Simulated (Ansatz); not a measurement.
Two isomers of C2H7BO: A = `CB(C)O`, B = `CBCO`.

Gas-phase electronic energies from Ansatz, PBE0-D4/def2-TZVP geometries. CBS: MP2 limit from def2 TZ/QZ plus the TZ coupled-cluster correction, frozen cores. Functionals use def2-TZVPP. B3LYP here is the variant with VWN-RPA as its local correlation; programs differ in this. Each species was taken in one conformer, which may not be the lowest.

Q: Which isomer does CCSD(T)/CBS put lower? Give the gap. (An estimate is asked.)

A: Computed: A, by 247.6 kJ/mol.

Q: Give E(B) − E(A) in kJ/mol with B3LYP-D4, B2PLYP, CCSD/def2-TZVPP, ωB97M-V, BLYP-D4, HF/def2-TZVPP, B3LYP. (Estimate.)

A: Computed: B3LYP-D4 243.2, B2PLYP 247.5, CCSD/def2-TZVPP 247.8, ωB97M-V 245.4, BLYP-D4 240.6, HF/def2-TZVPP 241.3, B3LYP 242.1. None reverses the order clearly.

Q: Does the order hold for the free energy at 298.15 K (harmonic terms from PBE0-D4)? (Estimate.)

A: The calculation gave: Yes: G(B) − G(A) = +239.6 kJ/mol, for one conformer each.

Largest T1 diagnostic: 0.011.

In def2-TZVPP, CCSD(T) changes the Hartree–Fock value by +7.6 kJ/mol (the triples alone add +1.1 kJ/mol) and MP2 by +14.2 kJ/mol. From BLYP to BHLYP (50 % exact exchange), in def2-TZVPP and without D4, E(B) − E(A) moves by +5.6 kJ/mol.
